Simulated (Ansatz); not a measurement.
Basis-set series for `O=CO[SiH3]`. The species carries charge 0 and has multiplicity 1. The geometry is a stationary point of PBE0-D4/def2-TZVP. It is one conformer, not always the lowest.

```json
{"functional": "PBE0-D4", "basis": "def2-TZVPP", "functions": "191", "energy (Eh)": "-480.25063", "HOMO (eV)": "-8.63", "LUMO (eV)": "-0.37"}
{"functional": "PBE0-D4", "basis": "def2-QZVPP", "functions": "361", "energy (Eh)": "-480.27117", "HOMO (eV)": "-8.66", "LUMO (eV)": "-0.44"}
{"functional": "ωB97M-V", "basis": "def2-TZVPP", "functions": "191", "energy (Eh)": "-480.49643", "HOMO (eV)": "-11.08", "LUMO (eV)": "1.75"}
{"functional": "ωB97M-V", "basis": "def2-QZVPP", "functions": "361", "energy (Eh)": "-480.51557", "HOMO (eV)": "-11.12", "LUMO (eV)": "1.34"}
```

Give the rows for def2-SVP. (An estimate is asked.)

Computed: 
```csv
functional,basis,functions,energy (Eh),HOMO (eV),LUMO (eV)
PBE0-D4,def2-SVP,80,-479.92095,-8.50,-0.16
ωB97M-V,def2-SVP,80,-480.15963,-10.94,2.23
```

Positive LUMOs are unbound and depend on the basis.
